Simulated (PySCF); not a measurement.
# Telling isomers of C8H14 apart by NMR

Calculated, not measured (PySCF 2.14.0 with density-fitted response routines): shielding tensors at PBE0/pcSseg-1 (GIAO), GFN2-xTB geometry. Single conformer, no solvent model, averaged over atoms made equivalent by symmetry, fast rotation or ring inversion, non-relativistic.

Shifts are taken against calculated references (same method and geometry level): 1H (31.72 ppm) and 13C (186.93 ppm) against TMS. Where no couplings were computed, multiplicities follow the n + 1 count of equivalent neighbours, and m marks all less simple cases (inequivalent or close neighbours, rings, F or P nearby). Shifts are as computed. Against solution values, carbons near 30 ppm lie about +3 ppm off and those near 130 ppm about +5 ppm. Of 1211 compounds with measured shifts, 218 miss one by over three times the rms of a fit or turn the order of signals round; such compounds aren't used in these exercises.

(1) Tabulate the signals of `C=C(CCC)C1CC1`, `C1C[C@@H]2CC[C@H](C1)C2` and their relative energies.

(2) What is the quickest way to tell C=C(CCC)C1CC1 from C1C[C@@H]2CC[C@H](C1)C2?

Results:

(1) 
```json
{"SMILES": "C=C(CCC)C1CC1", "carbon types": "1×C 1×CH 5×CH2 1×CH3", "δC": "161.6, 118.9, 46.4, 27.5, 18.7, 17.6, 6.8", "δH": "5.26 (m, 1H), 5.15 (m, 1H), 2.07 (t, 2H), 1.54 (m, 2H), 1.53 (m, 1H), 1.09 (t, 3H), 0.58 (m, 2H), 0.29 (m, 2H)", "E rel. (kcal/mol)": "41.0"}
{"SMILES": "C1C[C@@H]2CC[C@H](C1)C2", "carbon types": "2×CH 6×CH2", "δC": "42.0, 38.5, 36.5, 31.3, 22.4", "δH": "2.07 (m, 2H), 1.80 (m, 2H), 1.54 (m, 1H), 1.51 (m, 1H), 1.49 (m, 2H), 1.46 (m, 1H), 1.44 (m, 2H), 1.42 (m, 2H), 1.23 (m, 1H)", "E rel. (kcal/mol)": "0.0"}
```

Energies are electronic energies at PBE0/pcSseg-1 on these geometries, without zero-point or thermal terms, each for the one conformer computed, which needn't be the lowest.

(2) Count the carbon signals: 7 against 5. The first has a fully substituted alkene carbon (C) at 161.6 ppm, the second an sp3 CH in a ring at 38.5 ppm. Their most deshielded carbons lie at 161.6 and 42.0 ppm. In the proton spectra the most deshielded non-exchanging signals are 5.26 (m, 1H) and 2.07 (m, 2H).
